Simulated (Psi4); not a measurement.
C$_{6}$H$_{8}$, singlet, at a GFN2-xTB geometry; B3LYP/def2-SV(P) run with Psi4 1.11.

The Psi4 input:
```
memory 2 GB

molecule {
0 1
  C     0.33415403   -1.32094912    0.37025126
  C     1.34641342   -0.52637671    0.03031447
  C     1.12170147    0.88666805   -0.21546712
  C    -0.11301375    1.35323081   -0.38684073
  C    -1.29270643    0.42569228   -0.37438804
  C    -1.04916727   -0.76755513    0.55007034
  H     0.48430172   -2.36848684    0.58687686
  H     2.35391142   -0.90435261   -0.06299487
  H     1.98251912    1.53737759   -0.26231479
  H    -0.30020542    2.39536091   -0.60068737
  H    -1.45672544    0.07023329   -1.39983198
  H    -2.19481983    0.95787436   -0.06778948
  H    -1.79744996   -1.54065932    0.36728094
  H    -1.15582054   -0.45160844    1.59581954
no_reorient
}

set basis def2-sv(p)

energy('b3lyp')
print_variables()
```

Write the output that Psi4 gives for this input, abridged.


```
   => Loading Basis Set <=

    Name: DEF2-SV(P)
    Role: ORBITAL
    Keyword: BASIS

         ---------------------------------------------------------
                                   SCF
               by Justin Turney, Rob Parrish, Andy Simmonett
                          and Daniel G. A. Smith
                              RKS Reference
         ---------------------------------------------------------

  ==> Geometry <==

    Molecular point group: c1
    Full point group: C1

    Geometry (in Angstrom), charge = 0, multiplicity = 1:

       Center              X                  Y                   Z               Mass
    ------------   -----------------  -----------------  -----------------  -----------------
         C            0.308324503164    -1.324719672623     0.372188937223    12.000000000000
         C            1.320583893164    -0.530147262623     0.032252147223    12.000000000000
         C            1.095871943164     0.882897497377    -0.213529442777    12.000000000000
         C           -0.138843276836     1.349460257377    -0.384903052777    12.000000000000
         C           -1.318535956836     0.421921727377    -0.372450362777    12.000000000000
         C           -1.074996796836    -0.771325682623     0.552008017223    12.000000000000
         H            0.458472193164    -2.372257392623     0.588814537223     1.007825032230
         H            2.328081893164    -0.908123162623    -0.061057192777     1.007825032230
         H            1.956689593164     1.533607037377    -0.260377112777     1.007825032230
         H           -0.326034946836     2.391590357377    -0.598749692777     1.007825032230
         H           -1.482554966836     0.066462737377    -1.397894302777     1.007825032230
         H           -2.220649356836     0.954103807377    -0.065851802777     1.007825032230
         H           -1.823279486836    -1.544429872623     0.369218617223     1.007825032230
         H           -1.181650066836    -0.455378992623     1.597757217223     1.007825032230

  Running in c1 symmetry.

  Rotational constants: A =      0.17238  B =      0.17045  C =      0.09107 [cm^-1]
  Rotational constants: A =   5167.74989  B =   5109.94809  C =   2730.34262 [MHz]
  Nuclear repulsion =  220.494490910300726

  Charge       = 0
  Multiplicity = 1
  Electrons    = 44
  Nalpha       = 22
  Nbeta        = 22

  ==> Algorithm <==

  SCF Algorithm Type is DF.
  DIIS enabled.
  MOM disabled.
  Fractional occupation disabled.
  Guess Type is SAD.
  Energy threshold   = 1.00e-06
  Density threshold  = 1.00e-06
  Integral threshold = 1.00e-12

  ==> Primary Basis <==

  Basis Set: DEF2-SV(P)
    Blend: DEF2-SV(P)
    Number of shells: 52
    Number of basis functions: 100
    Number of Cartesian functions: 106
    Spherical Harmonics?: true
    Max angular momentum: 2

  ==> DFT Potential <==

   => LibXC <=

    Version 7.1.2
    S. Lehtola, C. Steigemann, M. J. T. Oliveira, and M. A. L. Marques,  SoftwareX 7, 1–5 (2018) (10.1016/j.softx.2017.11.002)

   => Composite Functional: B3LYP <=

    B3LYP Hyb-GGA Exchange-Correlation Functional

    P. J. Stephens, F. J. Devlin, C. F. Chabalowski, and M. J. Frisch,  J. Phys. Chem. 98, 11623 (1994) (10.1021/j100096a001)

    Deriv               =              1
    GGA                 =           TRUE
    Meta                =          FALSE

    Exchange Hybrid     =           TRUE
    MP2 Hybrid          =          FALSE

   => Exchange Functionals <=

    0.0800   Slater exchange
    0.7200         Becke 88

   => Exact (HF) Exchange <=

    0.2000               HF

   => Correlation Functionals <=

    0.1900   Vosko, Wilk & Nusair (VWN5_RPA)
    0.8100   Lee, Yang & Parr

   => LibXC Density Thresholds  <==

    XC_HYB_GGA_XC_B3LYP:  1.00E-15

   => Molecular Quadrature <=

    Radial Scheme          =       TREUTLER
    Pruning Scheme         =           NONE
    Nuclear Scheme         =       TREUTLER

    Blocking Scheme        =         OCTREE
[...]

  ==> Integral Setup <==

  SCF_SUBTYPE=INCORE selected. In-core MEM_DF algorithm will be used.
  Using in-core AOs.

  ==> MemDFJK: Density-Fitted J/K Matrices <==

    J tasked:                   Yes
    K tasked:                   Yes
    wK tasked:                   No
    Algorithm:                 Core
    Schwarz Cutoff:           1E-12
    Mask sparsity (%):       0.1800
    Fitting Condition:        1E-10

   => Auxiliary Basis Set <=

  Basis Set: (DEF2-SV(P) AUX)
    Blend: DEF2-UNIVERSAL-JKFIT
    Number of shells: 198
    Number of basis functions: 594
    Number of Cartesian functions: 694
    Spherical Harmonics?: true
    Max angular momentum: 4

  Minimum eigenvalue in the overlap matrix is 7.2997992985E-04.
  Reciprocal condition number of the overlap matrix is 1.0757666746E-04.
    Using symmetric orthogonalization.

  ==> Pre-Iterations <==

  SCF Guess: Superposition of Atomic Densities via on-the-fly atomic UHF (no occupation information).

   -------------------------
    Irrep   Nso     Nmo
   -------------------------
     A        100     100
   -------------------------
    Total     100     100
   -------------------------

  ==> Iterations <==

                           Total Energy        Delta E     RMS |[F,P]|

   @DF-RKS iter SAD:  -232.87097794534202   -2.32871e+02   0.00000e+00
   @DF-RKS iter   1:  -232.76338960422473    1.07588e-01   8.85416e-03 ADIIS/DIIS
   @DF-RKS iter   2:  -232.55084849458140    2.12541e-01   1.10565e-02 ADIIS/DIIS
   @DF-RKS iter   3:  -233.23086997056365   -6.80021e-01   6.24140e-04 ADIIS/DIIS
   @DF-RKS iter   4:  -233.23252984493669   -1.65987e-03   1.71308e-04 ADIIS/DIIS
   @DF-RKS iter   5:  -233.23260986748693   -8.00226e-05   1.13706e-04 ADIIS/DIIS
   @DF-RKS iter   6:  -233.23267194978337   -6.20823e-05   2.35155e-05 DIIS
   @DF-RKS iter   7:  -233.23267484435780   -2.89457e-06   5.75849e-06 DIIS
   @DF-RKS iter   8:  -233.23267502549328   -1.81135e-07   1.93966e-07 DIIS
  Energy and wave function converged.

  ==> Post-Iterations <==

   Electrons on quadrature grid:
      Ntotal   =   44.0001016253 ; deviation = 1.016e-04

    Orbital Energies [Eh]
    ---------------------

    Doubly Occupied:

[...]
      22A     -0.215462

    Virtual:

[...]
    Final Occupation by Irrep:
              A
    DOCC [    22 ]
    NA   [    22 ]
    NB   [    22 ]

  @DF-RKS Final Energy:  -233.23267502549328

   => Energetics <=

    Nuclear Repulsion Energy =            220.4944909103007262
    One-Electron Energy =                -749.1638675273234185
    Two-Electron Energy =                 324.1985556442757570
    DFT Exchange-Correlation Energy =     -28.7618540527464006
    Empirical Dispersion Energy =           0.0000000000000000
    VV10 Nonlocal Energy =                  0.0000000000000000
    Total Energy =                       -233.2326750254932790

Computation Completed

Properties will be evaluated at   0.000000,   0.000000,   0.000000 [a0]

Properties computed using the SCF density matrix

 Multipole Moments:

 ------------------------------------------------------------------------------------
     Multipole            Electronic (a.u.)      Nuclear  (a.u.)        Total (a.u.)
 ------------------------------------------------------------------------------------

 L = 1.  Multiply by 2.5417464519 to convert [e a0] to [Debye]
 Dipole X            :          1.9971414           -2.1476724           -0.1505310
 Dipole Y            :          0.2915394           -0.3135137           -0.0219743
 Dipole Z            :         -0.1498212            0.1611138            0.0112925
 Magnitude           :                                                    0.1525450

 ------------------------------------------------------------------------------------

  Variable Map:
  ----------------------------------------------------------------------------
[...]
  Array Variable Map:
  ----------------------------------------------------------------------------
[...]
[...]
```
